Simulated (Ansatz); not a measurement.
Computed with Ansatz.

A structure relaxed at PBE0-D4/def2-TZVP, charge 0, multiplicity 1:

```xyz
10

C    -0.024   -1.465    0.700
O    -0.446   -0.786   -0.471
Ge   -0.440    0.966   -0.495
S     1.545    1.840   -0.148
Cl   -1.245    1.453   -2.396
Cl   -1.694    1.723    1.058
H    -0.036   -2.532    0.471
H     0.992   -1.179    0.992
H    -0.702   -1.277    1.538
H     2.050    1.256   -1.250
```

Problem. Give its formula and SMILES.

Solution. CH4Cl2GeOS, `C[O][Ge]([SH])([Cl])[Cl]`.

Problem. Summarise the bond lengths by kind.

Solution. 1 × C–O 1.418 Å; 3 × C–H 1.091 to 1.095 Å; 1 × Ge–O 1.752 Å; 1 × Ge–S 2.196 Å; 2 × Cl–Ge 2.122 to 2.135 Å; 1 × H–S 1.346 Å.
